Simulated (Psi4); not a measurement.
hydrogen sulfide (H₂S), singlet, at a GFN2-xTB geometry, with bond 2-1 at 1.6 times its length; Psi4 with HF/def2-SVP.

Psi4 was given this input:
```
memory 2 GB

molecule mol {
0 1
S    -0.000355   -0.002092    0.102048
H    -0.059078    1.558296   -1.336298
H     0.042741   -0.939686   -0.835845
}

set {
  basis def2-svp
  reference rhf
  guess core
}

energy('scf')
print_variables()
```

Problem. Write the output that Psi4 gives for this input, abridged.

Solution. 
```
   => Loading Basis Set <=

    Name: DEF2-SVP
    Role: ORBITAL
    Keyword: BASIS

         ---------------------------------------------------------
                                   SCF
               by Justin Turney, Rob Parrish, Andy Simmonett
                          and Daniel G. A. Smith
                              RHF Reference
         ---------------------------------------------------------

  ==> Geometry <==

    Molecular point group: cs
    Full point group: Cs

    Geometry (in Angstrom), charge = 0, multiplicity = 1:

       Center              X                  Y                   Z               Mass
    ------------   -----------------  -----------------  -----------------  -----------------
         S            0.018470767141    -0.070462376255     0.000000000000    31.972071174400
         H           -1.543009397335     1.367897110431     0.000000000000     1.007825032230
         H            0.957045898914     0.867439417921     0.000000000000     1.007825032230

  Running in cs symmetry.

  Rotational constants: A =      9.85887  B =      3.80835  C =      2.74716 [cm^-1]
  Rotational constants: A = 295561.44053  B = 114171.54085  C =  82357.79548 [MHz]
  Nuclear repulsion =   10.576769314614713

  Charge       = 0
  Multiplicity = 1
  Electrons    = 18
  Nalpha       = 9
  Nbeta        = 9

  ==> Algorithm <==

  SCF Algorithm Type is DF.
  DIIS enabled.
  MOM disabled.
  Fractional occupation disabled.
  Guess Type is CORE.
  Energy threshold   = 1.00e-06
  Density threshold  = 1.00e-06
  Integral threshold = 1.00e-12

  ==> Primary Basis <==

  Basis Set: DEF2-SVP
    Blend: DEF2-SVP
    Number of shells: 14
    Number of basis functions: 28
    Number of Cartesian functions: 29
    Spherical Harmonics?: true
    Max angular momentum: 2

   => Loading Basis Set <=

    Name: (DEF2-SVP AUX)
    Role: JKFIT
    Keyword: DF_BASIS_SCF

  ==> Integral Setup <==

  SCF_SUBTYPE=INCORE selected. In-core MEM_DF algorithm will be used.
  Using in-core AOs.

  ==> MemDFJK: Density-Fitted J/K Matrices <==

    J tasked:                   Yes
    K tasked:                   Yes
    wK tasked:                   No
    Algorithm:                 Core
    Schwarz Cutoff:           1E-12
    Mask sparsity (%):       0.0000
    Fitting Condition:        1E-10

   => Auxiliary Basis Set <=

  Basis Set: (DEF2-SVP AUX)
    Blend: DEF2-UNIVERSAL-JKFIT
    Number of shells: 50
    Number of basis functions: 164
    Number of Cartesian functions: 195
    Spherical Harmonics?: true
    Max angular momentum: 4

  Minimum eigenvalue in the overlap matrix is 4.5879840961E-02.
  Reciprocal condition number of the overlap matrix is 1.4280961252E-02.
    Using symmetric orthogonalization.

  ==> Pre-Iterations <==

  SCF Guess: Core (One-Electron) Hamiltonian.

   -------------------------------------------------------
    Irrep   Nso     Nmo     Nalpha   Nbeta   Ndocc  Nsocc
   -------------------------------------------------------
     A'        21      21       7       7       7       0
     A"         7       7       2       2       2       0
   -------------------------------------------------------
    Total      28      28       9       9       9       0
   -------------------------------------------------------

  ==> Iterations <==

                           Total Energy        Delta E     RMS |[F,P]|

    Occupation by irrep:
             Ap   App
    DOCC [     8,    1 ]
    NA   [     8,    1 ]
    NB   [     8,    1 ]

   @DF-RHF iter   1:  -392.31032420566737   -3.92310e+02   8.02331e-02 DIIS/ADIIS
    Occupation by irrep:
             Ap   App
    DOCC [     7,    2 ]
    NA   [     7,    2 ]
    NB   [     7,    2 ]

   @DF-RHF iter   2:  -395.52072784338719   -3.21040e+00   7.59631e-02 DIIS/ADIIS
   @DF-RHF iter   3:  -397.93725491253804   -2.41653e+00   3.50919e-02 DIIS/ADIIS
   @DF-RHF iter   4:  -398.43304720036684   -4.95792e-01   6.96469e-03 DIIS/ADIIS
   @DF-RHF iter   5:  -398.45030974119982   -1.72625e-02   1.90132e-03 DIIS/ADIIS
   @DF-RHF iter   6:  -398.45182391449140   -1.51417e-03   6.05676e-04 DIIS/ADIIS
   @DF-RHF iter   7:  -398.45199039563920   -1.66481e-04   1.14540e-04 DIIS/ADIIS
   @DF-RHF iter   8:  -398.45199669152373   -6.29588e-06   4.25161e-05 DIIS
   @DF-RHF iter   9:  -398.45199822848366   -1.53696e-06   1.34210e-05 DIIS
   @DF-RHF iter  10:  -398.45199839421076   -1.65727e-07   2.34036e-06 DIIS
   @DF-RHF iter  11:  -398.45199839999100   -5.78024e-09   4.23798e-07 DIIS
  Energy and wave function converged.

  ==> Post-Iterations <==

    Orbital Energies [Eh]
    ---------------------

    Doubly Occupied:

       1Ap   -91.962030     2Ap    -8.989968     3Ap    -6.677101
       4Ap    -6.676250     1App   -6.673417     5Ap    -0.940374
       6Ap    -0.540839     7Ap    -0.417653     2App   -0.385625

    Virtual:

       8Ap     0.005591     9Ap     0.181072    10Ap     0.503536
      11Ap     0.597035    12Ap     0.646931    13Ap     0.846413
       3App    0.853634    14Ap     0.894511     4App    0.909593
       5App    0.925137    15Ap     0.985089    16Ap     1.001487
      17Ap     1.279286     6App    1.642012    18Ap     1.650141
      19Ap     1.777270     7App    1.833075    20Ap     1.956652
      21Ap     2.514950

    Final Occupation by Irrep:
             Ap   App
    DOCC [     7,    2 ]
    NA   [     7,    2 ]
    NB   [     7,    2 ]

  @DF-RHF Final Energy:  -398.45199839999100

   => Energetics <=

    Nuclear Repulsion Energy =             10.5767693146147135
    One-Electron Energy =                -571.5310970132143211
    Two-Electron Energy =                 162.5023292986086290
    Total Energy =                       -398.4519983999909982

Computation Completed

Properties will be evaluated at   0.000000,   0.000000,   0.000000 [a0]

Properties computed using the SCF density matrix

 Multipole Moments:

 ------------------------------------------------------------------------------------
     Multipole            Electronic (a.u.)      Nuclear  (a.u.)        Total (a.u.)
 ------------------------------------------------------------------------------------

 L = 1.  Multiply by 2.5417464519 to convert [e a0] to [Debye]
 Dipole X            :          0.7207105           -0.5488355            0.1718751
 Dipole Y            :         -1.6746127            2.0937003            0.4190876
 Dipole Z            :          0.0000000            0.0000000            0.0000000
 Magnitude           :                                                    0.4529630

 ------------------------------------------------------------------------------------

  Variable Map:
  ----------------------------------------------------------------------------
  "CURRENT ENERGY"           =>    -398.451998399991
  "CURRENT REFERENCE ENERGY" =>    -398.451998399991
  "DD SOLVATION ENERGY"      =>       0.000000000000
  "HF KINETIC ENERGY"        =>     398.044122056538
  "HF POTENTIAL ENERGY"      =>    -796.496120456529
  "HF TOTAL ENERGY"          =>    -398.451998399991
  "HF VIRIAL RATIO"          =>       2.001024701335
  "NUCLEAR REPULSION ENERGY" =>      10.576769314615
  "ONE-ELECTRON ENERGY"      =>    -571.531097013214
  "PCM POLARIZATION ENERGY"  =>       0.000000000000
  "PE ENERGY"                =>       0.000000000000
  "SCF ITERATION ENERGY"     =>    -398.451998399991
  "SCF ITERATIONS"           =>      11.000000000000
  "SCF TOTAL ENERGY"         =>    -398.451998399991
  "TWO-ELECTRON ENERGY"      =>     162.502329298609

  Array Variable Map:
  ----------------------------------------------------------------------------
  "CURRENT DIPOLE"           =>       0.171875063220 ... 0.000000000000 1 by 3
  "SCF DIPOLE"               =>       0.171875063220 ... 0.000000000000 1 by 3
  "SCF TOTAL ENERGIES"       =>    -392.310324205667 ... -398.451998399991 1 by 11
```
